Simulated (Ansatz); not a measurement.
**Which isomer of CH6LiSbSi gives these data?**

These gas-phase data were calculated for one isomer of CH6LiSbSi at PBE0-D3(BJ)/def2-SVP (harmonic, unscaled wavenumbers; equilibrium rotational constants with average atomic masses):

* rotational constants: 5.687, 1.8, 1.455 GHz
* all wavenumbers above 1500 cm⁻¹: 3203, 3187, 3070, 2128, 2119, 1908

Candidates:

(1) `[Li][Si@H](C)[SbH2]`, a singlet
(2) `[Li][SiH2][SbH][CH3]`, a singlet

Question: Assign the data to one candidate and say why.

Answer: Candidate (2). 2 modes lie between 2000 and 2380 cm⁻¹, one for each Si–H bond, while (1) has 1.

The same quantities for all candidates:

```tsv
	rotational constants (GHz)	wavenumbers above 1500 cm⁻¹	E above the lowest, PBE0-D3(BJ)/def2-SVP (kcal/mol)
(1)	5.432, 1.527, 1.282	3159, 3148, 3046, 2109, 1927, 1921	0.0
(2)	5.687, 1.8, 1.455	3203, 3187, 3070, 2128, 2119, 1908	3.7
```

Each candidate is one conformer. Atoms past krypton carry core potentials. Programs: Ansatz 0.2.0.
